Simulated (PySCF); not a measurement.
# A small calculation by hand: entropy of an ideal gas

formate (CHO2), SMILES [O-]C=O, charge -1.

The structure is a stationary point at r2SCAN-D4/def2-TZVPD.

PySCF with r2SCAN-D4/def2-TZVPD gives the harmonic wavenumbers 742, 1027, 1331, 1360, 1655, 2516 cm⁻¹ and the rotational temperatures 5.1611, 0.5880, 0.5279 K. The molar mass is 45.02 g/mol, the symmetry number 2, the spin multiplicity 1.

Q: Work out the entropy at 298.15 K and 1 atm in the rigid-rotor, harmonic-oscillator model.

A: 
Translation (Sackur–Tetrode at 1 atm): S = R[1.5 ln M + 2.5 ln T − 1.16487] = 156.2 J/(mol K).
Rotation: q = (√π/σ) T^1.5/√(θA θB θC) = 3600, S = R[ln q + 3/2] = 80.6 J/(mol K).
Vibration: with u = 1.4388 ν/T, each mode gives R[u/(e^u − 1) − ln(1 − e^−u)]:
```json
[
 {"ν (cm⁻¹)": "742", "modes": "1", "u": "3.58", "S (J/(mol K))": "1.09"},
 {"ν (cm⁻¹)": "1027", "modes": "1", "u": "4.96", "S (J/(mol K))": "0.35"},
 {"ν (cm⁻¹)": "1331", "modes": "1", "u": "6.42", "S (J/(mol K))": "0.10"},
 {"ν (cm⁻¹)": "1360", "modes": "1", "u": "6.56", "S (J/(mol K))": "0.09"},
 {"ν (cm⁻¹)": "1655", "modes": "1", "u": "7.99", "S (J/(mol K))": "0.03"}
]
```
The stiffer modes add less than 0.005 each. Sum 1.7 J/(mol K).
Spin: R ln 1 = 0.0 J/(mol K).
Total 238.4 J/(mol K); the program's own thermochemistry gives 238.4. Translation makes up 66 % and vibration 1 %. Anharmonicity, hindered rotation and orbital degeneracy are left out.
